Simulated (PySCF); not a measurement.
## Orbital picture of SiSn

PBE at R = 2.516 Å; Si def2-TZVPP, Sn def2-TZVPP with ECP28; scalar-relativistic core potentials (PySCF 2.14). State: ³Σ⁻ (triplet), unpaired electrons π ↑↑. Only the outer orbitals are listed, counted within each symmetry, core potentials removing the inner ones.

```tsv
spin	orbital	occ.	ε (eV)	on Si (%)	main shells (%)
α	7σ	1	-12.48	48	48 Sn s, 44 Si s
α	8σ	1	-9.34	51	48 Si s, 45 Sn s
α	4π	1	-5.24	53	52 Si p, 45 Sn p
α	4π	1	-5.24	53	52 Si p, 45 Sn p
α	9σ	1	-4.80	54	48 Si p, 41 Sn p
α	5π	0	-2.94	46	53 Sn p, 45 Si p
α	5π	0	-2.94	46	53 Sn p, 45 Si p
α	10σ	0	-0.16	29	78 Sn p, 43 Si p
β	7σ	1	-11.66	45	53 Sn s, 39 Si s
β	8σ	1	-8.65	55	52 Si s, 38 Sn s
β	9σ	1	-4.48	56	51 Si p, 39 Sn p
β	4π	0	-4.14	44	55 Sn p, 43 Si p
β	4π	0	-4.14	44	55 Sn p, 43 Si p
β	5π	0	-2.05	54	53 Si p, 43 Sn p
```

Which are the highest filled and the lowest empty level, where do they sit, and how wide is the gap?

Highest filled β 9σ at -4.48 eV (in %: 51 Si p, 39 Sn p); lowest empty β 4π at -4.14 eV (in %: 55 Sn p, 43 Si p); the gap at PBE is 0.34 eV.

```
bond order (Mayer)                               : 1.96
⟨S²⟩                                             : 2.005
charge on Si (Mulliken, basis-dependent)         : -0.16
charge on Si (Löwdin, basis-dependent)           : -0.04
dipole moment (positive dipole means Si(−)Sn(+)) : 1.05 D
polarisability along the bond                    : 143.4 bohr³
polarisability across the bond                   : 82.7 bohr³
```

Spin–orbit coupling is left out. The state was picked by a PBE0 search and need not be the measured ground state.
